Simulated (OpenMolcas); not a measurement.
# C3+: effect of the level shift or regulariser

| Item | Value |
| --- | --- |
| Program | OpenMolcas |
| Basis | ANO-R3 [4s4p2d1f] |
| Scalar Hamiltonian | X2C, finite nucleus |
| Active space | 1 electron in 4 orbitals (2s 2p) |
| State averaging | 2S+1 = 2 even, 1 root; 2S+1 = 2 odd, 3 roots |
| Spin-orbit coupling | state interaction with AMFI integrals over the reference wave functions, term energies averaged over their components |

Methods on the same reference wave functions:
A. CASSCF
B. SS-CASPT2, IPEA 0.25 Eh, imaginary shift 0.1 Eh (closed shells correlated: 1s)
C. SS-CASPT2, IPEA 0.25 Eh, real shift 0.2 Eh (closed shells correlated: 1s)

Energies in cm-1 above 2s 2S 1/2, the measured ground level; measured values from Moore, Selected Tables of Atomic Spectra, NSRDS-NBS 3, section 3.

| Level | A | B | C | Measured |
| --- | --- | --- | --- | --- |
| 2s 2S 1/2 | 0.0 | 0.0 | 0.0 | 0.0 |
| 2p 2P* 1/2 | 65093 | 64772 | 64772 | 64484 |
| 2p 2P* 3/2 | 65191 | 64870 | 64870 | 64592 |

Deviations, from unrounded energies. A percentage is the sum of absolute deviations over the sum of measured energies, with the sign that they share, or ± where signs differ.

| Against measurement | Levels | A | B | C |
| --- | --- | --- | --- | --- |
| mean absolute deviation (cm-1) | 2 | 600 | 280 | 280 |
| other configurations (%) | 2 | +0.9 | +0.4 | +0.4 |

B, C lie about equally close to measurement and A furthest from it. The largest miss of B in the table is 2p 2P* 1/2, by +290 cm-1. The ranking rests on the paired levels alone, and a cruder setting can come out closer through cancelling errors.

Between B and C no level of the table moves by more than 5 cm-1.

The lowest spin-free term lies below A's lowest term by 0.008 hartree in B, 0.008 hartree in C.

With one active electron the reference holds no correlation, so core polarisation is missing (holds for A). With one active electron, CASPT2 adds the correlation within the correlated inactive shells and between them and that electron, and leaves the splitting within a term as the reference gives it (holds for B; C). Measured partners are found by configuration, term and J. A level has none where our copy of the source lacks it or the pairing is in doubt (some pairs that miss far off the trend of their configuration count as doubtful), and it then counts in no deviation. Only configurations of the active space appear.

* marks odd parity.
